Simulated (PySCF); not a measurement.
Several orderings of computed values.

Species are written as SMILES; each is one conformer at its optimised geometry, gas phase, non-relativistic unless stated. Electronic properties by PySCF.

Dipoles, sizes and rotational constants follow the conformer. The torsions of the flexible species, by atom-mapped SMILES:
- `[SiH3:1][CH2:2][C@@H:3]([Cl:4])[C@H:5]([Cl:6])[C@@H:7]1[CH2:8][SiH2:9]1`: Si1–C2–C3–Cl4 175°, C2–C3–C5–Cl6 -59°, C3–C5–C7–C8 -85°
- `[CH3:1]/[C:2](=[C:3](\[SiH3:4])[CH2:5][SiH3:6])[CH:7]([Cl:8])[Cl:9]`: C2–C3–C5–Si6 -87°, C1–C2–C7–Cl8 71°

The conformers of `C#C[C@@H]1C[SiH2][C@H](Cl)[C@H]1F`, `C=C1C=C(F)C[C@H](Cl)[SiH2]1` and `C=C1C=C(F)[SiH2][C@H](Cl)C1` aren't listed.

Question: Rank by HOMO energy, lowest first (PBE0/pcSseg-1 at GFN2-xTB geometries).
A. `C#C[C@@H]1C[SiH2][C@H](Cl)[C@H]1F`
B. `C=C1C=C(F)C[C@H](Cl)[SiH2]1`
C. `[SiH3]C[C@@H](Cl)[C@H](Cl)[C@@H]1C[SiH2]1`
D. `[SiH2]1C(=CC(C[C@H]1Cl)=C)F`

Answer: A (-7.64 eV), C (-7.15 eV), D (-6.94 eV), B (-6.70 eV).

Question: Rank by HOMO–LUMO gap, lowest first (PBE0/pcSseg-1 at GFN2-xTB geometries).
A. `[SiH3]C[C@@H](Cl)[C@H](Cl)[C@@H]1C[SiH2]1`
B. `C=C1C=C(F)C[C@H](Cl)[SiH2]1`
C. `[SiH2]1C[C@@H](C#C)[C@@H]([C@H]1Cl)F`
D. `C/C(=C(\[SiH3])C[SiH3])C(Cl)Cl`

Answer: B (5.63 eV), D (6.13 eV), A (7.21 eV), C (7.73 eV).

Question: By how much do the two ends of that ranking differ?

Answer: By 2.10 eV, between `C#C[C@@H]1C[SiH2][C@H](Cl)[C@H]1F` and `C=C1C=C(F)C[C@H](Cl)[SiH2]1`.
